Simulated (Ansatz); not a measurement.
Species: C2H7Si, net charge -1, singlet state. It need not be the lowest isomer of its formula. Whether it binds its extra electron was not tested at this geometry. 
Coordinates optimised at B3LYP-D3(BJ)/def2-TZVP (Ansatz, an electronic-structure program):
SMILES: C[SiH-]C
```xyz
10

Si     0.1045    -0.7028    -0.2481
C      1.3687     0.7879     0.0115
C     -1.4883     0.1938     0.4915
H     -0.2108    -0.3854    -1.7318
H      0.9714     1.7612    -0.3085
H      2.3001     0.6089    -0.5388
H      1.6394     0.8742     1.0712
H     -2.3986    -0.3682     0.2505
H     -1.6222     1.2218     0.1272
H     -1.4242     0.2371     1.5858
```
Charge -1, spin multiplicity 1.

Parts of the frozen-core correlation energy in 6-31G (Ansatz, hartree). Frozen orbitals: 7; correlated occupied orbitals by spin: 10 and 10; virtual: 28 and 28. Spin-orbit coupling is left out. Non-relativistic.

| term | value |
|---|---|
| reference (HF) | -368.62312 |
| MP2 opposite-spin | … |
| MP2 same-spin | … |
| CCSD correlation | … |
| (T) | -0.00601 |
| T1 diagnostic | 0.009 |
| largest doubles amplitude | 0.052 |

Q: Some entries are withheld; supply them.

A: 
- MP2 opposite-spin, value: -0.19697
- MP2 same-spin, value: -0.04517
- CCSD correlation, value: -0.28533
